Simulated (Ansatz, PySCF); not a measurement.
Series Al-XY, Y = chloro, computed as singlets and as triplets. Isolated molecules, 0 K electronic values unless said otherwise. One relaxed conformer stands for each flexible species; it need not be the lowest. Strings in code marks are SMILES.

Quantity: adiabatic spin-state energy, in kJ/mol.

Level 1: BLYP/aug-cc-pVTZ // PBE0-D3(BJ)/def2-TZVPD (Ansatz, a quantum-chemistry and plane-wave program)
Level 2: PBE-D3(BJ)/def2-TZVPD // PBE0-D3(BJ)/def2-TZVPD (PySCF)
Level 3: PBE/aug-cc-pVTZ // PBE0-D3(BJ)/def2-TZVPD (Ansatz)
Level 4: r2SCAN/aug-cc-pVTZ // PBE0-D3(BJ)/def2-TZVPD (Ansatz)

```tsv
species	level 2	level 3	level 4
`O=[CH][Al-][Cl]`: multiplicity 3 minus multiplicity 1	46.7	45.4	35.13
`C=[CH][Al-][Cl]`: multiplicity 3 minus multiplicity 1	96.2	93.0	75.2
`[SH][Al-][Cl]`: multiplicity 3 minus multiplicity 1	155.1	150.4	130.4
```

### Question
What does level 1 give for each?

### Answer

- `O=[CH][Al-][Cl]`: multiplicity 3 minus multiplicity 1: 60.1
- `C=[CH][Al-][Cl]`: multiplicity 3 minus multiplicity 1: 110.9
- `[SH][Al-][Cl]`: multiplicity 3 minus multiplicity 1: 168.0
